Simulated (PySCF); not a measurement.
# Correlation energy of Br (bromine, neutral)

[Ar] 3d10 4s2 4p5, 2P determinant. Calculation: PySCF 2.14, in cc-pVTZ-PP with ECP10MDF (5s4p3d1f, 39 functions); scalar relativity through the core potential. Frozen: 3s2 3p6 3d10; 7 electrons correlated.

MP2 pair energies summed by pair of shells (mhartree):

```csv
pair,energy,share (%)
4p-4p,-81.49,60.7
4s-4p,-44.68,33.3
4s-4s,-8.07,6.0
```

Total MP2 correlation energy: -134.24 mhartree.

Same-spin part -30.59 and opposite-spin part -103.65 mhartree; SCS-MP2 scales them by 1/3 and 6/5 to -134.58 mhartree.

```
  level  correlation energy (mhartree)
   CCSD                        -153.56
    (T)                          -4.42
CCSD(T)                        -157.98
```

Diagnostics: T1 = 0.0062, D1 = 0.0205, largest double amplitude 0.047.

Task: Is a single reference adequate?

Result: Yes, within this model without spin-orbit coupling: T1 lies below 0.03 and no double amplitude reaches 0.07.
